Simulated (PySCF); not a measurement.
**Vibration and rotation of MgHg⁺**

CAM-B3LYP constants of MgHg⁺, ²Σ⁺ (doublet), unpaired electrons σ ↑ (PySCF, scalar-relativistic core potentials, basis sets Mg def2-SVPD, Hg def2-SVPD with ECP60; masses 23.9850 and 201.9706 u):

```
ωe              : 165.3 cm⁻¹
ωexe            : 1.17 cm⁻¹
Be              : 0.095484 cm⁻¹
αe              : 0.000843 cm⁻¹
D (centrifugal) : 1.27e-07 cm⁻¹
De to Mg⁺ + Hg  : 0.71 eV
```

Problem. Give the vibrational terms G(v) and spacings up to v = 6.

Solution. G(v) = ωe(v+½) − ωexe(v+½)².

```
v  G(v) (cm⁻¹)  G(v) − G(v−1)  Bv (cm⁻¹)
0         82.4                   0.09506
1        245.3          163.0    0.09422
2        405.9          160.6    0.09338
3        564.2          158.3    0.09253
4        720.2          155.9    0.09169
5        873.8          153.6    0.09085
6       1025.0          151.3    0.09000
```

Problem. How well does the Morse estimate ωe²/(4ωexe) reproduce De, and what is D0?

Solution. It gives 0.72 eV, 102 % of the computed De. D0 = De − G(0) = 0.71 − 0.01 = 0.70 eV.

Spin–orbit coupling is left out. For an ion De counts to the pair picked by the measured ionisation energies or electron affinities, which need not be the lowest pair at this level. The state was picked by a PBE0 search and need not be the measured ground state.
